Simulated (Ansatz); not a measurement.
H6CdGeOSi (SMILES [SiH3][O][Cd][GeH3]), singlet, at the geometry of the source list (core potentials on Cd); CAM-B3LYP/def2-SV(P) (Ansatz, a quantum-chemistry and plane-wave program).

Input for Ansatz:
Ansatz 0.2 input:
```yaml
crystal:
  periodic: [false, false, false]
  atoms:
    - {symbol: Cd, position_ang: [-1.00770000, -0.38100000, -0.09280000]}
    - {symbol: Ge, position_ang: [-1.98370000, 1.18230000, 1.54590000]}
    - {symbol: H, position_ang: [-1.57580000, 0.88340000, 2.97360000]}
    - {symbol: H, position_ang: [-1.48420000, 2.60450000, 1.36870000]}
    - {symbol: H, position_ang: [-3.46720000, 1.39430000, 1.68610000]}
    - {symbol: O, position_ang: [0.95520000, -0.68590000, -0.31910000]}
    - {symbol: Si, position_ang: [1.92230000, -1.14100000, -1.50630000]}
    - {symbol: H, position_ang: [1.17380000, -1.97770000, -2.48340000]}
    - {symbol: H, position_ang: [3.03280000, -1.92310000, -0.94860000]}
    - {symbol: H, position_ang: [2.43440000, 0.04420000, -2.22410000]}
basis:
  gaussian:
    orbitals: def2-SV_P_.json
hamiltonian:
  xc: cam_b3lyp
```
The basis file holds def2-SV(P) in the JSON format of the Basis Set Exchange.

### Question
Predict the main parts of the log of this Ansatz run.

### Answer

```
Functional definition: CAM-B3LYP
1125 factors; integrals over basis functions are off by at most 5.2e-4 eV
383 factors; integrals over basis functions are off by at most 1.6e-5 eV
mean field evaluation 1: about -71089.0134 eV, gradient 5.8e1 eV
mean field evaluation 2: about -71051.5683 eV, gradient 1.4e2 eV
mean field evaluation 4: about -71095.3099 eV, gradient 4.8e0 eV
mean field evaluation 8: about -71095.4292 eV, gradient 2.4e-1 eV
mean field evaluation 16: about -71095.4294 eV, gradient 9.0e-5 eV
mean field -71095.42944314 eV, -2612.7088418225 hartree, gradient 2.6e-5 eV, S^2 0.000000; 0 other end points of the search recorded, 0 dependent functions left out
reference -71095.42959851 eV, -2612.7088475324 hartree; 40, 40 occupied and 60, 60 virtual orbitals, 1125 factors
Total energy: -71095.42959851 eV, -2612.7088475324 hartree
```
